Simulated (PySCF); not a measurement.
## Static response to an electric field

Species: C5H10N2OSi.
Geometry (PBE0-D3(BJ)/def2-SVP, Å), atoms numbered from 1 in this order:
```xyz
19
C5H10N2OSi angstrom
C     -2.4941   -1.6407   -0.1183
O     -1.1297   -1.3281   -0.0686
C     -0.8230   -0.0213   -0.1545
C     -1.5824    1.1203   -0.2890
C     -0.6469    2.2033   -0.3236
C      0.6123    1.6733   -0.2118
N      0.5077    0.2925   -0.1058
Si     1.8382   -0.8880    0.0668
N      3.3546   -0.0860    0.1231
H     -3.0440   -1.1669    0.7141
H     -2.9459   -1.3115   -1.0708
H     -2.5798   -2.7312   -0.0344
H     -2.6657    1.1822   -0.3543
H     -0.8877    3.2603   -0.4234
H      1.5885    2.1512   -0.1944
H      1.6300   -1.6294    1.3385
H      1.8178   -1.7903   -1.1148
H      3.6507    0.4250    0.9461
H      3.7914    0.2740   -0.7168
```

Level: PBE0/def2-SVPD (PySCF), static field, nuclei fixed, core orbitals frozen in the response. The polarisability tensor in these axes (au):

```
x   122.88   0.85   2.68
y     0.85 112.19  -2.94
z     2.68  -2.94  75.19
```

Give the principal values, the mean and the anisotropy Δα = √{½[(α1 − α2)² + (α2 − α3)² + (α1 − α3)²]}.

Principal values 74.80, 112.38 and 123.08 au; mean 103.42 au = 15.33 Å³ = 17.05 × 10⁻⁴⁰ C²·m²/J; Δα = 43.91 au (42 % of the mean).

What is the dipole moment, and where does it point?

(0.50, -0.28, 0.07) D, 0.58 D in size, pointing from the negative to the positive side. Measured along this direction, the outermost atoms are H13 at the negative end and H19, H18 and N9 at the positive end.

Form Σ f/ω² (atomic units) for the 10 lowest TDDFT singlets, given as eV and f, and set it beside the mean polarisability, which is this sum over all singlets: 4.75, 0.0016; 5.31, 0.0054; 5.71, 0.0013; 5.81, 0.0037; 5.83, 0.1412; 6.13, 0.0102; 6.15, 0.0009; 6.31, 0.0072; 6.39, 0.0011; 6.71, 0.0340.

They add up to 4.32 au, 4.2 % of the 103.42 au; the largest single term is 3.08 au, from the state at 5.83 eV. Terms in order: 0.05, 0.14, 0.03, 0.08, 3.08, 0.20, 0.02, 0.13, 0.02, 0.56 au. Higher excitations give the rest. The strengths listed sum to 0.207.

Rayleigh depolarisation ratio (linearly polarised light, static tensor)?

ρ = 3Δα²/(45ᾱ² + 4Δα²) = 5785.4/(481305 + 7713.9) = 0.0118.

Refractivity n − 1 of an ideal gas of it at 350 K and 1 atm, from the electronic α?

N = p/kT = 2.0968 × 10¹⁹ cm⁻³, so n − 1 = 2π × N × 15.33 × 10⁻²⁴ cm³ = 2019 × 10⁻⁶ at long wavelengths, for an ideal gas.

How large is μ²/3kT at 298 K beside α?

In Gaussian units μ²/3kT = 2.70 Å³ against 15.33 Å³, a ratio of 0.18; the Debye molar polarisation (4π/3)N_A(α + μ²/3kT) is 45.5 cm³/mol, leaving out the vibrational part.

Estimate the molar refractivity from the static electronic polarisability.

Lorentz–Lorenz: R = (4π/3)N_A α = 2.5225 cm³/(mol·Å³) × 15.33 Å³ = 38.7 cm³/mol, in the limit of long wavelengths.

Geometry: PBE0-D3(BJ)/def2-SVP, one conformer, isolated molecule.

These values come from a run that also computed excited states and ΔSCF ions. Time: 3.9 min of wall time; peak memory 1.1 GiB. Hardware: one thread of an AMD EPYC, shared host with 64 logical CPUs at a one-minute load of 54.
